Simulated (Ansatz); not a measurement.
A calculation with Ansatz (development build ahead of 0.2.0).

```yaml
crystal:
  periodic: [false, false, false]
  atoms:
    - { symbol: Ca, position_ang: [0.0, 0.0, 0.0] }
    - { symbol: F, position_ang: [0.0, 0.0, 3.546] }
basis:
  gaussian: { orbitals: def2-SVP }
magnetization:
  spin_polarized: true
  initial_magnetization: 1
hamiltonian:
  xc: pbe0
scf:
  omitted_lower_state_checks: [starts, atomic_configurations, cluster_reference, orbital_swaps, given_window_search, neighbouring_geometries, increment]
output:
  forces: true
```

The input is written out in the form of the current development build from the run's settings.

The run gave:

| Item | Value |
| --- | --- |
| Converged | yes |
| Total energy | -776.89348 hartree |
| Spin squared of the determinant | 0.786 |
| Stability test | minimum |

Forces (eV/Å):
| atom | Fx | Fy | Fz |
| --- | --- | --- | --- |
| Ca1 | 0.000 | 0.000 | 1.484 |
| F2 | 0.000 | 0.000 | -1.484 |
